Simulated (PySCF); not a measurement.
# Calculated properties of `CCC[C@H]1C[CH2][AlH][CH2]1`

Species: C7H15Al.
Numbering: `[CH3:1][CH2:2][CH2:3][C@H:4]1[CH2:5][CH2:6][AlH:7][CH2:8]1` (hydrogens: H9, H10, H11 on C1; H12, H13 on C2; H14, H15 on C3; H16 on C4; H17, H18 on C5; H19, H20 on C6; H21 on Al7; H22, H23 on C8)

PBE0-D3(BJ)/def2-SVP geometry optimisation, gas phase (PySCF):

| Quantity | Value |
| --- | --- |
| Point group | C1 |
| Rotational constants A, B, C | 4.095, 0.779, 0.684 GHz |

From PBE0/def2-SVPD ground state, ΔSCF and vertical TDDFT (core frozen in the response) (PySCF):

| Quantity | Value |
| --- | --- |
| Dipole moment | 0.10 D |
| HOMO energy | -7.02 eV |
| LUMO energy | -0.97 eV |
| HOMO–LUMO gap | 6.05 eV |
| Lowest singlet excitation | 4.60 eV (270 nm, f = 0.000) |
| Strongest line among the 10 lowest singlet transitions | S6 at 6.79 eV (183 nm, f = 0.096) |
| Lowest triplet excitation (Tamm–Dancoff) | 4.30 eV |
| Static isotropic polarisability | 111.4 au |
| Vertical ionisation energy | 8.82 eV |
| Electronic spatial extent ⟨r²⟩ about the centre of nuclear charge | 1728 bohr² |

**HF/pcSseg-1 ground state and GIAO shieldings, non-relativistic (PySCF)**

| Item | Value |
| --- | --- |
| 13C chemical shifts (computed TMS as zero) by class | 41.2 (C3), 37.4 (C4), 33.7 (C5), 22.2 (C2), 16.7 (C1), 12.7 (C8), 8.0 (C6) ppm |
| 1H chemical shifts (computed TMS as zero) by class | 5.21 (H21), 1.88 (H17), 1.43 (H13), 1.20 (H15), 1.04 (H9/H10/H11), 0.89 (H12), 0.56 (H16), 0.55 (H14), 0.53 (H18), 0.44 (H23), 0.39 (H20), -0.20 (H19), -0.98 (H22) ppm |
| Isotropic shieldings of nuclei other than C and H, by class | 303 (Al7) ppm |

From delta-SCF UKS SCAN, pcX-2 on the ionised atom, pcseg-1 elsewhere, spin-free X2C (PySCF):

| Property | Result |
| --- | --- |
| Core binding energies | C1s 289.2 (C8), C1s 289.3 (C6), C1s 290.0 (C3), C1s 290.1 (C5), C1s 290.1 (C4), C1s 290.2 (C2), C1s 290.4 (C1), Al1s 1566.2 (Al7) eV |

Monoisotopic mass from the formula: 126.0989 u.

The ΔSCF ionisation energy exceeds −ε(HOMO) by 1.80 eV with PBE0. The largest Löwdin shares of the LUMO are 0.58 on Al7, 0.12 on H21, 0.10 on C8 and 0.10 on C6. In wavenumbers S1 is 37100 cm⁻¹ (1 eV = 8065.54 cm⁻¹). S1 lies 1.45 eV below the HOMO–LUMO gap; its leading configuration is HOMO→LUMO, weight 0.99. The polarisability is 16.51 Å³ as a volume (1 au = 0.148185 Å³), or 1.59 au for each of the 70 electrons. The principal polarisabilities are 91.0, 107.1 and 136.2 au; their mean is the isotropic value. No computed singlet falls in the visible range (750 to 380 nm, 1.65 to 3.26 eV); S1 lies 1.34 eV above its blue end.

 NMR classes are plain means over equivalent atoms (diastereotopic ones count apart unless rotation or inversion swaps them), as if these changed places fast; in this geometry the members of some classes differ.

One conformer stands for the species.
